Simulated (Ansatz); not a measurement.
`O[SiH2][SiH]1CO1` + `O[SiH2]C[TeH]` → `[TeH][SiH]1CO1` + `O[SiH2]C[SiH2]O`  (redistribution)

Isolated molecules relaxed with PBE0-D4/def2-TZVP in Ansatz; ΔE leaves out vibrations. CCSD(T)/CBS is the MP2 limit (def2-TZVPP, def2-QZVPP) plus CCSD(T) − MP2 in def2-TZVPP, frozen cores. DFT in def2-TZVPP. def2 core potentials past Kr. For Te outer-core shells are correlated without core-valence functions, which leaves a few kJ/mol of doubt a bond. Each species was taken in one conformer, which may not be the lowest.

CCSD(T)/CBS gives -119.3 kJ/mol.

(1) Another level gave -119.9 kJ/mol. Which?
A. HF/def2-TZVPP
B. MP2/def2-TZVPP
C. PBE/def2-TZVPP
D. ωB97X-V/def2-TZVPP

Largest T1 diagnostic among the species: 0.014.

## Answers

(1) D. ωB97X-V -119.9, MP2/def2-TZVPP -126.8, HF/def2-TZVPP -132.7, PBE -108.8 kJ/mol.

In def2-TZVPP, CCSD(T) changes the Hartree–Fock value by +14.4 kJ/mol (the triples alone add +2.6 kJ/mol) and MP2 by +5.9 kJ/mol. From PBE to PBE0 (25 % exact exchange), in def2-TZVPP and without D4, ΔE moves by −9.1 kJ/mol.
